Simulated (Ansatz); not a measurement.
C2H7AlOS, SMILES `[AlH2][CH2]OCS`, relaxed with RKS PBE0-D4/def2-TZVP in Ansatz 0.2.0 from a PBE-D4/def2-SVP geometry. The force threshold is 0.005 eV/Å; the program also tests the step.

Charge 0, multiplicity 1.

Start:

```xyz
12

Al   -2.295    0.912    0.341
C    -0.359    0.524    0.504
O     0.183    0.093   -0.746
C     1.518   -0.299   -0.695
S     1.867   -1.834    0.289
H    -3.112    0.556   -0.987
H    -3.024    1.572    1.609
H    -0.207   -0.271    1.283
H     0.204    1.411    0.901
H     1.854   -0.457   -1.738
H     2.170    0.469   -0.211
H     1.200   -2.676   -0.550
```

```
        step  energy (eV)  largest force (eV/Å)  largest move (Å)
           1  -21656.8831                 0.604             0.000
           2  -21656.9253                 0.256             0.028
           3  -21656.9317                 0.085             0.041
           4  -21656.9322                 0.055             0.018
           5  -21656.9324                 0.021             0.009
           6  -21656.9324                 0.009             0.021
           7  -21656.9324                 0.009             0.007
8 (rejected)  -21656.9324                 0.017             0.011
           9  -21656.9324                 0.001             0.003
```

End:

```xyz
12

Al   -2.286    0.921    0.344
C    -0.365    0.516    0.502
O     0.164    0.052   -0.731
C     1.501   -0.315   -0.677
S     1.858   -1.823    0.282
H    -3.097    0.605   -0.979
H    -2.996    1.565    1.611
H    -0.218   -0.245    1.288
H     0.196    1.401    0.849
H     1.838   -0.461   -1.703
H     2.115    0.461   -0.202
H     1.290   -2.677   -0.584
```

Hardware: 4 threads of an Arm Neoverse V1 on a shared host. Wall time 39 s, peak host memory 0.59 GiB.
